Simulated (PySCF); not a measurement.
Task: Write Cartesian coordinates for `C=C(F)[SiH2]N` as optimised with GFN2-xTB.

Result: 
```
atom  x, y, z in Å
C1    -1.625   -0.794   -0.288
C2    -1.036    0.388   -0.317
F3    -1.818    1.482   -0.539
Si4    0.801    0.809   -0.116
N5     1.506   -0.616    0.543
H6    -1.038   -1.678   -0.124
H7    -2.687   -0.915   -0.430
H8     0.871    2.032    0.697
H9     1.438    1.009   -1.416
H10    1.086   -1.048    1.350
H11    2.509   -0.666    0.615
```

Any rigid rotation of these coordinates is as good. Atoms count from 1 in this order. Of the pairs four or more bonds apart, N5···H6 is among the closest relative to their van der Waals radii: 2.84 Å, 103 % of the sum of Bondi's values. N5 (silicon-bound nitrogen) is pyramidal (angles 119.4°, 118.5° and 109.7°, sum 347.5°, 0.24 Å off the plane of its three neighbours). Si4 (SiH2 silicon) is distorted tetrahedral (angles from 104.7° to 117.2°).

Bonds between heavy atoms (Å): C1=C2 1.321, C2–F3 1.363, C2–Si4 1.895, Si4–N5 1.721.

Structure optimised with GFN2-xTB, isolated species.

Point group: C1 (no symmetry element, even within 0.4 Å). No GFN2-xTB frequencies stand behind this structure, so it isn't proved a minimum. One conformer, not necessarily the lowest (C1–C2–Si4–N5 -15°, C2–Si4–N5–H -50° and 172°).

The numbers are calculated, not measured.
